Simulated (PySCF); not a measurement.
PySCF input for B3H2O3, SMILES [B]1OBOBO1 (connectivity only; charge and spin as stated), charge +1, multiplicity 1, C-PCM-ωB97X/def2-SVP. The structure is a stationary point at PBE0-D3(BJ)/def2-SVP. The spin state was assumed, not searched. The isomer is the one that the SMILES or the coordinates give; other isomers of the formula were not compared.

```python
import numpy as np
from pyscf import gto, scf, dft
from pyscf.solvent import pcm

mol = gto.M(
    atom='''
    B     0.00000000   -0.00000001   -1.15365567
    O     0.00000000    1.22488014   -0.81417090
    B     0.00000000    1.23557410    0.65735006
    O     0.00000000    0.00000001    1.22355757
    B     0.00000000   -1.23557411    0.65735007
    O     0.00000000   -1.22488015   -0.81417089
    H     0.00000000    2.28418337    1.21652572
    H     0.00000000   -2.28418335    1.21652574
    ''',
    basis='def2-SVP',
    charge=1,
    spin=0,
    max_memory=1600,
    verbose=3,
)
mf = dft.RKS(mol, xc='wb97x').density_fit(auxbasis='def2-universal-jkfit')
mf.grids.level = 3
mf.conv_tol = 1e-9
mf.max_cycle = 100
mf.kernel()
res = {}
for name, eps in {'water': 78.355, 'ethanol': 24.852, 'diethylether': 4.24}.items():
    s = mf.PCM()
    s.with_solvent.method, s.with_solvent.eps, s.with_solvent.lebedev_order = 'C-PCM', eps, 29
    s.kernel(mf.make_rdm1())
    res[name] = (s.e_tot, eps, s.dip_moment(), s.mo_energy, s.converged)
    print(f'{name}: electrostatic solvation free energy {(s.e_tot - mf.e_tot) * 627.509474:.3f} kcal/mol')
```

Log of the run:

```
converged SCF energy = -301.041932077346

WARN: PCM is an experimental feature. It is still in testing.
Features and APIs may be changed in the future.

converged SCF energy = -301.134370242326

WARN: System has nonzero charge 1; the dipole moment is origin-dependent.
Location of origin: [0. 0. 0.]

Dipole moment(X, Y, Z, Debye):  0.00000, -0.00000, -2.05890
water: electrostatic solvation free energy -58.006 kcal/mol

WARN: PCM is an experimental feature. It is still in testing.
Features and APIs may be changed in the future.

converged SCF energy = -301.131781814812

WARN: System has nonzero charge 1; the dipole moment is origin-dependent.
Location of origin: [0. 0. 0.]

Dipole moment(X, Y, Z, Debye):  0.00000, -0.00000, -2.04682
ethanol: electrostatic solvation free energy -56.382 kcal/mol

WARN: PCM is an experimental feature. It is still in testing.
Features and APIs may be changed in the future.

converged SCF energy = -301.113382308633

WARN: System has nonzero charge 1; the dipole moment is origin-dependent.
Location of origin: [0. 0. 0.]

Dipole moment(X, Y, Z, Debye):  0.00000, -0.00000, -1.96409
diethylether: electrostatic solvation free energy -44.836 kcal/mol
```

Self-consistency was reached.
